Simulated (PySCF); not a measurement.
**Effect of structural changes**

Method used: TDA wB97X-D/def2-TZVP excited states, vertical, gas phase in PySCF. Geometry: PBE0-D3(BJ)/def2-SVP.

Each molecule in one low-energy conformer. The parent is c1ccc2[se]nnc2c1.

Scalar relativity is left out, which matters for the atoms heavier than Zn.

Question: How does the vertical S1–T1 gap change along this series?
- c1ccc2[se]nnc2c1 (base)
- c1cc2nn[se]c2cn1 (CH replaced by N)
- c1cc2[se]nnc2cn1 (CH replaced by N)

Answer: 
| molecule | S1 (eV) | S1 from | f(S1) | T1 (eV) | T1 from | S1 − T1 (eV) | S0–T1 spin-orbit coupling (cm⁻¹) | S1–T1 spin-orbit coupling (cm⁻¹) |
| --- | --- | --- | --- | --- | --- | --- | --- | --- |
| c1ccc2[se]nnc2c1 | 3.71 | HOMO−1→LUMO | 0.001 | 2.98 | HOMO−1→LUMO | 0.73 | 231.43 | 4.78 |
| c1cc2nn[se]c2cn1 | 3.58 | HOMO−1→LUMO | 0.002 | 2.86 | HOMO−1→LUMO | 0.72 | 240.61 | 5.08 |
| c1cc2[se]nnc2cn1 | 3.73 | HOMO−1→LUMO | 0.001 | 3.00 | HOMO−1→LUMO | 0.73 | 233.45 | 6.15 |

The vertical S1–T1 gap is lowest for c1cc2nn[se]c2cn1 and highest for c1cc2[se]nnc2cn1.
